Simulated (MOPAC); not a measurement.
Job for MOPAC: AM1 on CH4Si (SMILES C=[SiH2]), 2S+1 = 1.

```
AM1 1SCF PRECISE CHARGE=0 THREADS=1
CH4Si

C     -1.15067768 1    -0.05472828 1    -0.00632374 1
Si     0.54826564 1     0.02607649 1     0.00301309 1
H     -1.77056886 1     0.83033249 1    -0.06777878 1
H     -1.68440972 1    -0.99465742 1     0.04879136 1
H      1.40004260 1    -1.17276528 1     0.08635896 1
H      1.28328314 1     1.30038902 1    -0.07161229 1
```

Program output:

```
*******************************************************************************
 **                                                                           **
 **                              MOPAC v23.2.5                                **
 **                                                                           **
 *******************************************************************************
 ** MOPAC's Digital Object Identifier: https://doi.org/10.5281/zenodo.6511958 **
 **                                                                           **
 ** Please cite the open-source release paper for use of this MOPAC version:  **
 ** J. E. Moussa and J. J. P. Stewart (2026)                                  **
 ** MOPAC: An open-source semiempirical molecular orbital program             **
 ** J. Open Source Softw., 11(119), 8025, https://doi.org/10.21105/joss.08025 **
 *******************************************************************************

                              AM1 CALCULATION RESULTS

 *******************************************************************************
 *  AM1        - The AM1 Hamiltonian to be used
 *
 *
 *
 *                 CHARGE ON SYSTEM = 0
 *
 *
 *
 *  PRECISE    - TIGHTER CRITERIA TO BE USED
 *  1SCF       - DO 1 SCF AND THEN STOP
 *  THREADS=1  - MULTI-THREADING NOT USED
 *  T=         - A TIME OF 172800.0 SECONDS REQUESTED
 *  DUMP=N     - RESTART FILE WRITTEN EVERY 7200.0 SECONDS REQUESTED
 *******************************************************************************
AM1 1SCF PRECISE CHARGE=0 THREADS=1
 CH4Si

   ATOM   CHEMICAL          X               Y               Z
  NUMBER   SYMBOL      (ANGSTROMS)     (ANGSTROMS)     (ANGSTROMS)

     1       C         -1.15067768  *  -0.05472828  *  -0.00632374  *
     2      Si          0.54826564  *   0.02607649  *   0.00301309  *
     3       H         -1.77056886  *   0.83033249  *  -0.06777878  *
     4       H         -1.68440972  *  -0.99465742  *   0.04879136  *
     5       H          1.40004260  *  -1.17276528  *   0.08635896  *
     6       H          1.28328314  *   1.30038902  *  -0.07161229  *



          CARTESIAN COORDINATES

    NO.       ATOM           X           Y           Z

     1         C         -1.1507     -0.0547     -0.0063
     2        Si          0.5483      0.0261      0.0030
     3         H         -1.7706      0.8303     -0.0678
     4         H         -1.6844     -0.9947      0.0488
     5         H          1.4000     -1.1728      0.0864
     6         H          1.2833      1.3004     -0.0716

  H: (AM1): M.J.S. DEWAR ET AL, J. AM. CHEM. SOC. 107 3902-3909 (1985)
  C: (AM1): M.J.S. DEWAR ET AL, J. AM. CHEM. SOC. 107 3902-3909 (1985)
 Si: (AM1): M.J.S.DEWAR, C. JIE, ORGANOMETALLICS, 6, 1486-1490 (1987).

           Empirical Formula: C H4 Si  =     6 atoms



      MOLECULAR POINT GROUP   :   C2v


      RHF CALCULATION, NO. OF DOUBLY OCCUPIED LEVELS = 6


 -------------------------------------------------------------------------------
 AM1 1SCF PRECISE CHARGE=0 THREADS=1
 CH4Si



     1SCF WAS SPECIFIED, SO BFGS WAS NOT USED
     SCF FIELD WAS ACHIEVED


                              AM1 CALCULATION
                                                       MOPAC v23.2.5 Linux




          FINAL HEAT OF FORMATION =         25.69133 KCAL/MOL =     107.49254 KJ/MOL


          COSMO AREA              =         92.68 SQUARE ANGSTROMS
          COSMO VOLUME            =         79.13 CUBIC ANGSTROMS

          IONIZATION POTENTIAL    =          9.195511 EV
          HOMO LUMO ENERGIES (EV) =         -9.196 -0.378
          NO. OF FILLED LEVELS    =          6
          MOLECULAR WEIGHT        =         44.1281         POINT GROUP:  C2v

          MOLECULAR DIMENSIONS (Angstroms)

            Atom       Atom       Distance
            H     5    H     3     3.75352
            H     6    H     4     3.52958
            H     3    C     1     0.00000


          SCF CALCULATIONS        =          1





   ATOM   CHEMICAL          X               Y               Z
  NUMBER   SYMBOL      (ANGSTROMS)     (ANGSTROMS)     (ANGSTROMS)

     1       C         -1.15067768  *  -0.05472828  *  -0.00632374  *
     2      Si          0.54826564  *   0.02607649  *   0.00301309  *
     3       H         -1.77056886  *   0.83033249  *  -0.06777878  *
     4       H         -1.68440972  *  -0.99465742  *   0.04879136  *
     5       H          1.40004260  *  -1.17276528  *   0.08635896  *
     6       H          1.28328314  *   1.30038902  *  -0.07161229  *

                             CARTESIAN COORDINATES

   1    C       -1.150677680    -0.054728280    -0.006323740
   2   Si        0.548265640     0.026076490     0.003013090
   3    H       -1.770568860     0.830332490    -0.067778780
   4    H       -1.684409720    -0.994657420     0.048791360
   5    H        1.400042600    -1.172765280     0.086358960
   6    H        1.283283140     1.300389020    -0.071612290


           Empirical Formula: C H4 Si  =     6 atoms



      MOLECULAR POINT GROUP   :   C2v


                  EIGENVALUES
 -27.47256 -14.94025 -14.58037 -12.63828 -11.78166  -9.19551  -0.37789   1.85534
   1.88281   2.53160   4.77526   5.02850


              NET ATOMIC CHARGES AND DIPOLE CONTRIBUTIONS

  ATOM NO.   TYPE          CHARGE      No. of ELECS.   s-Pop       p-Pop
    1          C          -0.518268        4.5183     1.32405     3.19422
    2         Si           0.578262        3.4217     0.84291     2.57882
    3          H           0.112532        0.8875     0.88747
    4          H           0.112532        0.8875     0.88747
    5          H          -0.142530        1.1425     1.14253
    6          H          -0.142530        1.1425     1.14253
 DIPOLE           X         Y         Z       TOTAL
 POINT-CHG.     0.683     0.032     0.004     0.684
 HYBRID        -0.855    -0.041    -0.005     0.856
 SUM           -0.172    -0.008    -0.001     0.172


          ATOMIC ORBITAL ELECTRON POPULATIONS

     Atom    s        px        py        pz
    1  C   1.32405   1.13231   1.05080   1.01111
    2 Si   0.84291   0.74974   0.84064   0.98844
    3  H   0.88747
    4  H   0.88747
    5  H   1.14253
    6  H   1.14253

 **********************
 *                    *
 * JOB ENDED NORMALLY *
 *                    *
 **********************




 == MOPAC DONE ==
```

The run finished.

Cost: about 0.020 core-seconds (a rough figure).
